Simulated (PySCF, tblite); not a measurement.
Isomers of C6H10OSi, one GFN2-xTB conformer each. Single-point energies are computed at PBE0/pcSseg-1 (PySCF, gas phase, no added dispersion term), electronic only.

Task: Rank them by PBE0/pcSseg-1 energy, lowest first (kcal/mol).
A. `[SiH3:1][O:2][C@@:3]12[CH:4]=[CH:5][CH2:6][C@@H:7]1[CH2:8]2` with Si1–O2–C3–C4 -59°
B. `[CH2:1]=[CH:2][C@@H:3]1[O:4][CH:5]=[CH:6][Si@H:7]1[CH3:8]` with C1–C2–C3–O4 -145°

Result: A (0.0), B (3.4).

As drawn, the lower has a three-membered ring and an Si–O bond, which the higher lacks; the higher has an Si–C bond, which the lower lacks. GFN2-xTB itself gives, in the same order: 0.0, 57.2. Both levels put the same isomer lowest.

Task: Which frontier levels, dipoles and rotational constants go with these structures?

Result: 
```
                     SMILES  HOMO (eV, PBE0/pcSseg-1)  LUMO (eV)  dipole (D)     A, B, C (MHz)
[SiH3]O[C@@]12C=CC[C@@H]1C2                     -6.70       0.05        1.21  3433, 1230, 1111
     C=C[C@@H]1OC=C[Si@H]1C                     -6.63       0.21        1.22  2161, 1574, 1036
```

Task: What happens when harmonic zero-point energies from GFN2-xTB frequencies are added?

Result: 
```csv
SMILES,ZPE (kcal/mol),electronic (kcal/mol),with ZPE (kcal/mol)
[SiH3]O[C@@]12C=CC[C@@H]1C2,86.7,0.0,0.0
C=C[C@@H]1OC=C[Si@H]1C,87.8,3.4,4.5
```

The zero-point energies span 1.1 kcal/mol. The order is unchanged.
